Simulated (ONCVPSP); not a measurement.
technetium: excitation energies, all-electron against ONCV

ONCVPSP 4.0.1 input, shortened (lines: element, Z, core and valence counts, functional; n l f; lmax; l rc ep ncon nbas qcut; lloc lpopt rc5 dvloc0; l nproj debl; icmod fcfact rcfact), PBEsol, scalar-relativistic:

```
  Tc 43.00    6    4  -116133      upf
    1    0    2.00
    2    0    2.00
    2    1    6.00
    3    0    2.00
    3    1    6.00
    3    2   10.00
    4    0    2.00
    4    1    6.00
    4    2    5.00
    5    0    0.50
    2
    0    1.85    0.00    3    8    6.50
    1    1.70    0.00    3    8    9.00
    2    1.75    0.00    4    8    9.50
    4    5    1.45    3.00
    0    2    1.90
    1    2    3.60
    2    2    3.00
    0    0.00    0.00
```

Energies are relative to the spin-unpolarised reference configuration 4s2 4p6 4d5 5s0.5; without spin polarisation the order of configurations can differ from experiment.

Give the all-electron excitation energy and the error of the potential for: 4s2 4p6 4d5 5s2; 4s2 4p6 4d5 5s1; 4s2 4p6 4d5 5s0; 4s2 4p6 4d5 5s1.5.

| valence configuration | charge | ΔE all-electron (eV) | error AE − PS (meV) |
| --- | --- | --- | --- |
| 4s2 4p6 4d5 5s2 | 0 | -14.754 | +0.4 |
| 4s2 4p6 4d5 5s1 | +1 | -6.558 | +0.6 |
| 4s2 4p6 4d5 5s0 | +2 | 8.283 | -1.6 |
| 4s2 4p6 4d5 5s1.5 | +0.5 | -11.451 | +0.7 |

Levels in the configuration 4s2 4p6 4d5 5s1.5:

| level | all-electron (eV) | pseudo (eV) |
| --- | --- | --- |
| 4s | -76.956 | -76.930 |
| 4p | -48.948 | -48.939 |
| 4d | -10.259 | -10.261 |
| 5s | -8.169 | -8.167 |
